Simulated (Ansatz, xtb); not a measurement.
Two conformers of C2H7As

Structure X is `CC[AsH2]`, a singlet and structure Y is `CC[AsH2]`, a singlet. Both are isolated molecules in the gas phase, relaxed with r2SCAN-D4/def2-SVP.

X (Å):

```xyz
10

C     0.1664   -0.0031   -1.6490
C    -0.3946   -0.0799   -0.2350
As    1.0217   -0.5232    1.0948
H    -0.8075    0.8947    0.0751
H     0.0555   -0.8532    2.2291
H    -1.2100   -0.8160   -0.1666
H     0.5665   -0.9757   -1.9794
H     0.9837    0.7327   -1.7236
H    -0.6132    0.2937   -2.3699
H     1.1234   -1.9935    0.6941
```

Y (Å):

```yaml
atoms:
  - { symbol: C, position_ang: [-0.8054, -0.4420, -0.8211] }
  - { symbol: C, position_ang: [0.3756, -0.4970, 0.1358] }
  - { symbol: As, position_ang: [0.1227, -1.5733, 1.7869] }
  - { symbol: H, position_ang: [-1.0800, -1.4471, -1.1793] }
  - { symbol: H, position_ang: [-0.5746, 0.1762, -1.7059] }
  - { symbol: H, position_ang: [-1.6960, -0.0108, -0.3364] }
  - { symbol: H, position_ang: [1.2703, -0.9142, -0.3571] }
  - { symbol: H, position_ang: [0.6591, 0.5123, 0.4795] }
  - { symbol: H, position_ang: [-0.5004, -2.7686, 1.0683] }
  - { symbol: H, position_ang: [-1.2560, -0.9982, 2.1063] }
```

Problem. Estimate E(Y) − E(X) at the level CCSD(T)/def2-TZVP.

Solution. Too close to call at this level: CCSD(T)/def2-TZVP gives E(Y) − E(X) = −0.36 kcal/mol.

The same difference at several levels:

```csv
level,geometry,E(Y) − E(X) (kcal/mol),departure from the last row (kcal/mol),"job, with rough time for the two"
r2SCAN-D4/def2-SVP,r2SCAN-D4/def2-SVP,−0.61,−0.24,"optimisation, 9.6 s"
HF/def2-TZVP,r2SCAN-D4/def2-SVP,−0.15,+0.21,part of the CCSD(T) run
MP2/def2-TZVP,r2SCAN-D4/def2-SVP,−0.42,−0.05,part of the CCSD(T) run
CCSD(T)/def2-TZVP,r2SCAN-D4/def2-SVP,−0.36,,"single point, 22 s"
```

The largest departure from CCSD(T)/def2-TZVP is that of r2SCAN-D4/def2-SVP, 0.24 kcal/mol. Levels run at GFN2-xTB geometries aren't shown.

With harmonic frequencies from r2SCAN-D4/def2-SVP (ideal gas, rigid rotor, one conformer each, 298.15 K, 1 atm): the zero-point term adds +0.02 kcal/mol; ΔH is −0.39 and ΔG −0.26 kcal/mol.

The correlated steps freeze 11 core orbitals; the filled d shell of As is correlated, in a basis made for valence electrons. Mirror images aren't counted in ΔG. Run with Ansatz 0.2.0; the last row on 2 threads of AMD EPYC 9R45 96-Core Processor (Zen 5) on a shared host.
